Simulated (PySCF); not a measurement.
Field gradients from PBE0/pcSseg-1 densities (PySCF, non-relativistic) at GFN2-xTB geometries, isolated species, one conformer each; χzz is the principal value of largest magnitude, with Q(14N) = 0.02044 b. GFN2-xTB bond lengths can be off by several hundredths of an ångström, more for odd bonds, and the gradients follow them. A larger basis could move these couplings by a tenth or more.

Problem. Rank these 14N sites by the size of the quadrupole coupling, smallest first.
A. The nitrogen bridging silicon atoms of `C#C[Si@@H]1C[C@@H](F)[SiH2]N1`
B. N6 (pyridine-type nitrogen) in `[CH2:1]=[C:2]([C:3]#[N:4])[c:5]1[n:6][s:7][c:8]([F:9])[n:10]1`
C. The nitrile nitrogen of `N#C/C(=C\F)C([SiH3])[SiH3]`
D. N8 (pyrrole-type nitrogen) in `[CH3:1][c:2]1[c:3]([C:4]#[N:5])[n:6][n:7][n:8]1[CH3:9]`
E. N4 (pyridine-type nitrogen) in `[CH3:1][CH2:2][n:3]1[n:4][cH:5][c:6]([C:7]#[N:8])[n:9]1`
F. N9 (cyano nitrogen) in `[CH3:1][Si:2]([CH3:3])([CH3:4])[O:5][Si@H:6]([NH2:7])[C:8]#[N:9]`

Solution. D (2.896 MHz), A (3.579 MHz), B (4.488 MHz), C (4.732 MHz), E (5.170 MHz), F (5.610 MHz).

All sites together:

```tsv
nucleus	site	Vzz (au)	η	χzz (MHz)
14N	the nitrile nitrogen of N#C/C(=C\F)C([SiH3])[SiH3]	-0.985	0.06	-4.732
14N	N6 (pyridine-type nitrogen) in [CH2:1]=[C:2]([C:3]#[N:4])[c:5]1[n:6][s:7][c:8]([F:9])[n:10]1	-0.935	0.48	-4.488
14N	N9 (cyano nitrogen) in [CH3:1][Si:2]([CH3:3])([CH3:4])[O:5][Si@H:6]([NH2:7])[C:8]#[N:9]	-1.168	0.06	-5.610
14N	N8 (pyrrole-type nitrogen) in [CH3:1][c:2]1[c:3]([C:4]#[N:5])[n:6][n:7][n:8]1[CH3:9]	-0.603	0.33	-2.896
14N	N4 (pyridine-type nitrogen) in [CH3:1][CH2:2][n:3]1[n:4][cH:5][c:6]([C:7]#[N:8])[n:9]1	-1.076	0.35	-5.170
14N	the nitrogen bridging silicon atoms of C#C[Si@@H]1C[C@@H](F)[SiH2]N1	-0.745	0.34	-3.579
```
